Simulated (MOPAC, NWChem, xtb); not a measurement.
**How methods differ on BCl2O (SMILES [O]B(Cl)Cl)**

BCl2O has 4 atoms, charge 0, and is taken as a doublet. As SMILES, `[O]B(Cl)Cl`. The coordinates come from a PBE0-D4/def2-TZVP relaxation.

Quantity: the dipole moment, in D. The values are calculated.

```
           level            kind  program  value (D)   CPU time
             PM3  semi-empirical    MOPAC       0.61  under 2 s
             PM7  semi-empirical    MOPAC       0.59  under 2 s
        GFN1-xTB  semi-empirical      xtb       3.22  under 2 s
        GFN2-xTB  semi-empirical      xtb       1.70  under 2 s
  UPBE0/def2-SVP   global hybrid   NWChem       0.66       10 s
   UPBE0/pcseg-1   global hybrid   NWChem       0.54       11 s
 UPBE0/def2-SVPD   global hybrid   NWChem       0.71       23 s
 UPBE0/def2-TZVP   global hybrid   NWChem       0.70       56 s
UPBE0/def2-TZVPD   global hybrid   NWChem       0.69    1.8 min
```

The values span 0.54 to 3.22 D. Magnitudes only. CPU times are rough (shared hosts, several kinds of processor and program).
